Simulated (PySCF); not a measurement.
Numbering as in the mapped SMILES `[CH3:1]/[C:2](=[CH:3]/[Cl:4])[CH2:5][C:6]#[N:7]`; H(Xn) means a hydrogen on atom n.

Geometry: GFN2-xTB; GIAO shifts from PySCF 2.14, gas phase, non-relativistic, averaged over equivalent atoms.

At WP04/pcSseg-1 (156 basis functions, 14 s wall time on 1 thread of an Arm Neoverse V2, shared host):
```csv
atoms,δ (ppm)
C2,140.1
C3,131.5
C6,116.4
C1,24.0
C5,23.2
N7,284.7
H(C3),5.97
H(C5),3.22
H(C1),2.02
```

Shifts are taken against calculated references (same method and geometry level): TMS for 13C (σ = 175.10 ppm), 1H (σ = 32.00 ppm); NH3 for 15N (σ = 249.21 ppm).

Predict the values at LDA/6-311G** on the same geometry.

Results:


```tsv
atoms	δ at LDA/6-311G**	change
C2	140.8	+0.7
C3	130.0	-1.5
C6	119.7	+3.3
C1	23.7	-0.3
C5	22.5	-0.7
N7	313.9	+29.2
H(C3)	6.19	+0.22
H(C5)	3.41	+0.19
H(C1)	2.05	+0.03
```

Scale: 13C (185.82 ppm), 1H (31.64 ppm) vs TMS; 15N (279.50 ppm) vs NH3 (reference shieldings calculated alike).

The largest change is at N7 (nitrile nitrogen). Cost: 170 basis functions, 16 s wall time on 1 thread of an Arm Neoverse V2, shared host. The order of the carbon signals is the same at both levels.

Carbons that carry Cl, above all several Cl atoms, come out too deshielded, partly because spin–orbit coupling is missing. Experimental scales use liquid or dissolved standards, which lie at an offset from isolated NH3 (liquid NH3: subtract about 20 ppm). Unscaled 15N shifts of sp2 nitrogen come out 20 to 40 ppm too high even then.
